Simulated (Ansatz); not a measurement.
Consider the redistribution: `[F][GeH2][AlH2]` + `C#[C][AlH2]` → `[AlH2][GeH3]` + `C#[C][AlH][F]`.

Program: Ansatz. Geometries: PBE0-D4/def2-TZVP. ΔE: electronic, gas phase. CCSD(T)/CBS adds triple-zeta CCSD(T) − MP2 to the extrapolated MP2 energy (def2 sets, frozen cores). Functionals use def2-TZVPP. For Ge outer-core shells are correlated without core-valence functions, which leaves a few kJ/mol of doubt a bond. Scalar relativity is left out up to krypton.

```json
{"level": "revPBE-D4", "ΔE (kJ/mol)": "-134.4", "difference from CCSD(T)/CBS": "13.7"}
{"level": "r2SCAN-D4", "ΔE (kJ/mol)": "-144.2", "difference from CCSD(T)/CBS": "3.9"}
{"level": "B97M-V", "ΔE (kJ/mol)": "-133.0", "difference from CCSD(T)/CBS": "15.1"}
{"level": "r2SCANh-D4", "ΔE (kJ/mol)": "-145.1", "difference from CCSD(T)/CBS": "3.0"}
{"level": "ωB97M-V", "ΔE (kJ/mol)": "-140.8", "difference from CCSD(T)/CBS": "7.3"}
{"level": "PBE-QIDH", "ΔE (kJ/mol)": "-144.7", "difference from CCSD(T)/CBS": "3.4"}
{"level": "revPBE", "ΔE (kJ/mol)": "-134.3", "difference from CCSD(T)/CBS": "13.8"}
{"level": "BLYP", "ΔE (kJ/mol)": "-135.8", "difference from CCSD(T)/CBS": "12.3"}
{"level": "LC-ωPBE", "ΔE (kJ/mol)": "-141.4", "difference from CCSD(T)/CBS": "6.7"}
{"level": "HF/def2-SVP", "ΔE (kJ/mol)": "-134.9", "difference from CCSD(T)/CBS": "13.2"}
{"level": "CCSD/def2-SVP", "ΔE (kJ/mol)": "-146.4", "difference from CCSD(T)/CBS": "1.7"}
{"level": "SCS-MP2/def2-TZVPP", "ΔE (kJ/mol)": "-142.4", "difference from CCSD(T)/CBS": "5.7"}
{"level": "CCSD/def2-TZVPP", "ΔE (kJ/mol)": "-145.2", "difference from CCSD(T)/CBS": "2.9"}
{"level": "SCS-MP2/def2-QZVPP", "ΔE (kJ/mol)": "-143.8", "difference from CCSD(T)/CBS": "4.3"}
{"level": "HF/CBS(def2)", "ΔE (kJ/mol)": "-132.3", "difference from CCSD(T)/CBS": "15.8"}
{"level": "CCSD/CBS(def2)", "ΔE (kJ/mol)": "-147.8", "difference from CCSD(T)/CBS": "0.3"}
{"level": "CCSD(T)/CBS", "ΔE (kJ/mol)": "-148.1", "difference from CCSD(T)/CBS": "0"}
```

Largest T1 diagnostic among the species: 0.013.

Leaving LDA and LC-ωPBE aside and taking each functional with its dispersion term where it has one, the values, not all of them listed here, spread over 13.1 kJ/mol, from r2SCAN0-D4 to B97M-V. LDA lies −9.1 kJ/mol from PBE without D4. From BLYP to BHLYP (50 % exact exchange), in def2-TZVPP and without D4, ΔE moves by −4.4 kJ/mol.
